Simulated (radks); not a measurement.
Values are calculated unless marked as measured or tabulated.
Gd+, configuration [Xe] 4f7 5d1 6s1. Level of theory: Dirac Kohn-Sham, HCTH/407, spin-unpolarised, spherical densities, finite nucleus; open shells fill j = l - 1/2 first; Fermi nuclear charge, rms radius 5.1569 fm (a radial shooting solver on a logarithmic mesh with Libxc functionals).

X-ray form factor f0, the Fourier transform of the density (f0(0) = 63):

sin(theta)/lambda (1/angstrom),f0 (electrons)
0.05,61.967
0.1,59.385
0.15,56.124
0.2,52.673
0.25,49.245
0.3,45.977
0.4,40.209
0.5,35.491
0.6,31.576
0.8,25.398
1,21.025
1.25,17.533
1.5,15.249
2,11.636
